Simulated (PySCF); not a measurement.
Al(Cl)(Br)(NH2) (AlBrClH2N), SMILES [NH2][Al]([Cl])[Br].

Geometry optimised at TPSSh-D3(BJ)/def2-SVP. One conformer was computed; it need not be the lowest.

These are PBE/def2-TZVP run with PySCF values and carry that method's errors.

Symmetry labels are those of the subgroup Cs that the program uses (full group Cs).

Computed valence orbital energies around the gap with their symmetry:
| orbital | symmetry | energy (eV) |
|---|---|---|
| HOMO−7 | A' | -11.30 |
| HOMO−6 | A' | -9.60 |
| HOMO−5 | A' | -8.98 |
| HOMO−4 | A" | -8.24 |
| HOMO−3 | A' | -7.98 |
| HOMO−2 | A" | -7.58 |
| HOMO−1 | A' | -7.37 |
| HOMO | A" | -6.56 |
| LUMO | A' | -1.62 |
| LUMO+1 | A" | -1.09 |
| LUMO+2 | A' | 0.26 |
| LUMO+3 | A' | 1.03 |
